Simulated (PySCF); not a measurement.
PySCF 2.14 output of an unrestricted PBE0 calculation on a single atom or ion in ANO-RCC-VTZP (8s7p5d3f2g1h, 104 functions), with the spin-free X2C one-electron Hamiltonian (Gaussian nucleus):

```
SCF conv_tol = 1e-09
number electrons alpha = 33  beta = 27
    C. Adamo and V. Barone.,  J. Chem. Phys. 110, 6158 (1999)
    M. Ernzerhof and G. E. Scuseria.,  J. Chem. Phys. 110, 5029 (1999)
cycle= 1 E= -10424.9697546632  delta_E= -0.0128  |g|= 0.0714  |ddm|= 0.123
cycle= 2 E= -10424.9699185592  delta_E= -0.000164  |g|= 0.057  |ddm|= 0.0271
cycle= 3 E= -10424.9703607265  delta_E= -0.000442  |g|= 0.00773  |ddm|= 0.0158
cycle= 4 E= -10424.970369656  delta_E= -8.93e-06  |g|= 0.00053  |ddm|= 0.00223
cycle= 5 E= -10424.9703697222  delta_E= -6.62e-08  |g|= 4.86e-05  |ddm|= 0.000365
cycle= 6 E= -10424.9703697229  delta_E= -7.49e-10  |g|= 3.93e-06  |ddm|= 4.07e-05
converged SCF energy = -10424.9703697229  <S^2> = 12.002227  2S+1 = 7.0006364
```

The run itself started from symmetry-adapted Hartree-Fock orbitals and held the occupation by maximum overlap, on a logarithmic radial grid, so the iterations belong to that start.

Q: Which element, charge and spin multiplicity is this?

A: Sm²⁺ (samarium, charge +2), multiplicity 7; the state was [Xe] 4f5 6p1, one real determinant (an excited configuration).

⟨L²⟩ = 26.01 against 42 for a pure I term, so this real determinant mixes terms. Spin-orbit coupling, absent here, splits the open shell strongly.
